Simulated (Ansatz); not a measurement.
Reaction (redistribution): `C[SiH](Cl)Cl` + `N#COBO` → `C[Si](Cl)(Cl)C#N` + `OBO`

Calculated with Ansatz (gas phase, PBE0-D4/def2-TZVP geometries, no zero-point term in ΔE). CCSD(T)/CBS adds triple-zeta CCSD(T) − MP2 to the extrapolated MP2 energy (def2 sets, frozen cores). This one scheme is used for every species. Functionals use def2-TZVPP. Each species was taken in one conformer, which may not be the lowest.

CCSD(T)/CBS gives -32.8 kcal/mol.

(1) Another level gave -32.9 kcal/mol. Which?
A. SCS-MP2/def2-TZVPP
B. r2SCAN-D4/def2-TZVPP
C. PBE-D4/def2-TZVPP
D. CCSD/def2-TZVPP

Largest T1 diagnostic among the species: 0.015.

Answers

(1) A. SCS-MP2/def2-TZVPP -32.9, CCSD/def2-TZVPP -31.9, PBE-D4 -28.1, r2SCAN-D4 -29.2 kcal/mol.

The D4 term adds −1.3 kcal/mol with B3LYP and −0.8 kcal/mol with PBE0; it sums over pairs of atoms, weighted by their polarisabilities, and B3LYP, whose exchange is more repulsive, gets the larger term. In def2-TZVPP, CCSD(T) changes the Hartree–Fock value by −4.1 kcal/mol (the triples alone add −0.4 kcal/mol) and MP2 by −5.9 kcal/mol.

B3LYP here is the variant with VWN-RPA as its local correlation; programs differ in this.
